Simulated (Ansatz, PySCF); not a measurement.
C2H7ClSi2, SMILES C1[SiH2][Si@H](Cl)C1. Atoms are numbered in the order given.

```xyz
12

Cl     2.3158    -0.0058    -0.4707
Si     0.5076    -0.1183     0.5435
C     -0.7315    -1.4366    -0.0468
C     -2.0260    -0.6516     0.2939
Si    -1.3858     1.1428     0.0410
H      0.8231    -0.2403     1.9987
H     -0.6679    -2.4451     0.3906
H     -0.6220    -1.5401    -1.1398
H     -2.9060    -0.9538    -0.2954
H     -2.2889    -0.7804     1.3578
H     -1.4495     1.5491    -1.3966
H     -1.9606     2.2244     0.8967
```
Charge 0, spin multiplicity 1.

Geometry optimised at PBE0-D3(BJ)/def2-SVP. The structure was generated by enumeration; whether it is a known compound was not checked.

Two levels are set side by side: PBE-D3(BJ)/def2-SVP (Ansatz, a first-principles code) and PBE0-D3(BJ)/def2-SVP (Ansatz). Each level has its own optimised geometry; the coordinates shown are those of the second. Frequencies come from the Hessian of PySCF at each geometry. Differences are taken from unrounded values.

```json
[
 {"quantity": "mean bond length (Å)", "PBE0-D3(BJ)": "1.556", "PBE-D3(BJ)": "1.567", "PBE-D3(BJ) minus PBE0-D3(BJ)": "0.011"},
 {"quantity": "bond Cl1–Si2 (Å)", "PBE0-D3(BJ)": "2.076", "PBE-D3(BJ)": "2.091", "PBE-D3(BJ) minus PBE0-D3(BJ)": "0.015"},
 {"quantity": "bond Si2–C3 (Å)", "PBE0-D3(BJ)": "1.903", "PBE-D3(BJ)": "1.918", "PBE-D3(BJ) minus PBE0-D3(BJ)": "0.014"},
 {"quantity": "bond Si2–Si5 (Å)", "PBE0-D3(BJ)": "2.330", "PBE-D3(BJ)": "2.343", "PBE-D3(BJ) minus PBE0-D3(BJ)": "0.013"},
 {"quantity": "bond C3–C4 (Å)", "PBE0-D3(BJ)": "1.552", "PBE-D3(BJ)": "1.560", "PBE-D3(BJ) minus PBE0-D3(BJ)": "0.008"},
 {"quantity": "bond C4–Si5 (Å)", "PBE0-D3(BJ)": "1.922", "PBE-D3(BJ)": "1.936", "PBE-D3(BJ) minus PBE0-D3(BJ)": "0.014"},
 {"quantity": "bond Si2–H6 (Å)", "PBE0-D3(BJ)": "1.494", "PBE-D3(BJ)": "1.506", "PBE-D3(BJ) minus PBE0-D3(BJ)": "0.012"},
 {"quantity": "bond C3–H7 (Å)", "PBE0-D3(BJ)": "1.101", "PBE-D3(BJ)": "1.109", "PBE-D3(BJ) minus PBE0-D3(BJ)": "0.008"},
 {"quantity": "bond C3–H8 (Å)", "PBE0-D3(BJ)": "1.103", "PBE-D3(BJ)": "1.111", "PBE-D3(BJ) minus PBE0-D3(BJ)": "0.008"},
 {"quantity": "bond C4–H9 (Å)", "PBE0-D3(BJ)": "1.101", "PBE-D3(BJ)": "1.110", "PBE-D3(BJ) minus PBE0-D3(BJ)": "0.008"},
 {"quantity": "bond C4–H10 (Å)", "PBE0-D3(BJ)": "1.103", "PBE-D3(BJ)": "1.111", "PBE-D3(BJ) minus PBE0-D3(BJ)": "0.008"},
 {"quantity": "bond Si5–H11 (Å)", "PBE0-D3(BJ)": "1.495", "PBE-D3(BJ)": "1.506", "PBE-D3(BJ) minus PBE0-D3(BJ)": "0.011"},
 {"quantity": "bond Si5–H12 (Å)", "PBE0-D3(BJ)": "1.494", "PBE-D3(BJ)": "1.505", "PBE-D3(BJ) minus PBE0-D3(BJ)": "0.011"},
 {"quantity": "highest harmonic wavenumber (cm⁻¹)", "PBE0-D3(BJ)": "3144", "PBE-D3(BJ)": "3054", "PBE-D3(BJ) minus PBE0-D3(BJ)": "-89"},
 {"quantity": "mean harmonic wavenumber (cm⁻¹)", "PBE0-D3(BJ)": "1205", "PBE-D3(BJ)": "1165", "PBE-D3(BJ) minus PBE0-D3(BJ)": "-40"},
 {"quantity": "zero-point energy (kcal/mol)", "PBE0-D3(BJ)": "51.69", "PBE-D3(BJ)": "49.97", "PBE-D3(BJ) minus PBE0-D3(BJ)": "-1.72"}
]
```

Exact exchange shortens and stiffens bonds; PBE has none. Differences between two approximate levels are no errors against the true value.
